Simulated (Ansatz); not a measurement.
A nudged elastic band was laid between two geometries of BrH + CH4BFO (10 atoms, charge 0, multiplicity 1).

These are results of RHF/def2-SVPD in Ansatz, not measurements.

| Quantity | Value |
| --- | --- |
| movable images | 5 |
| climbing image | yes |
| spring | 5.0 eV/Å² |
| optimiser | quadratic models (default) |
| start path | through a guess of the saddle point |
| force threshold | 0.05 eV/Å |
| iteration limit | 60 |
| end points | relaxed |

First end point:

```xyz
10
Properties=species:S:1:pos:R:3
B -0.076 -0.280 -0.543
F 0.227 0.614 0.417
O 0.925 -1.035 -1.017
H 1.772 -0.873 -0.630
C -1.557 -0.392 -1.045
H -2.214 -0.658 -0.213
H -1.902 0.576 -1.419
H -1.671 -1.135 -1.833
Br 0.520 3.255 3.031
H 0.367 2.259 2.043
```

Last end point:

```xyz
10
Properties=species:S:1:pos:R:3
B 0.475 0.044 -0.540
F -1.550 1.785 2.459
O 1.440 -0.845 -0.774
H 1.156 -1.677 -1.119
C -1.063 -0.156 -0.796
H -1.301 -1.156 -1.167
H -1.634 0.021 0.118
H -1.413 0.575 -1.530
Br 1.105 1.768 0.186
H -0.822 1.970 1.955
```

Question: Which bonds break or form, and what moves?

Answer: Bonds broken: B1–F2, Br9–H10. Bonds formed: B1–Br9, F2–H10. BrH + CH4BFO becomes CH4BBrO + FH.

Question: Give the energies along the band, and the barrier.

Answer: The forces met the threshold. The highest image is number 4 of 0 to 6, 2.06 eV above the first end and 1.25 eV above the last; the last end lies 0.81 eV above the first. Neighbouring images differ by up to 1.9 eV, so the band resolves the path poorly. A vibrational analysis at the climbing image gives one clearly imaginary mode, 400i cm⁻¹: a first-order saddle point. The orbitals stay closed-shell, which can raise the energy where a bond breaks towards radicals; this wasn't checked here.

```csv
image,path coordinate (Å),energy (eV),B1–F2 (Å),Br9–H10 (Å),B1–Br9 (Å)
0,0.00,0.00,1.35,1.41,5.06
1,1.39,0.02,1.34,1.41,4.69
2,2.77,0.04,1.34,1.41,4.04
3,4.16,0.11,1.34,1.41,3.59
4,5.54,2.06,1.59,1.95,2.53
5,8.70,0.85,3.66,2.71,1.97
6,11.85,0.81,4.02,2.62,1.97
```

Question: What is the geometry of the highest image?

Answer: 
```xyz
10
Properties=species:S:1:pos:R:3
B 0.029 0.085 -0.038
F -0.020 -0.108 1.538
O 1.229 -0.324 -0.424
H 1.381 -0.377 -1.354
C -1.371 -0.042 -0.715
H -2.155 0.447 -0.142
H -1.355 0.397 -1.713
H -1.621 -1.103 -0.817
Br 0.208 2.498 0.708
H 0.068 0.859 1.748
```

Run time: 10 min on 4 threads of Arm Neoverse V1, with other jobs on the host, peak memory 0.56 GiB.
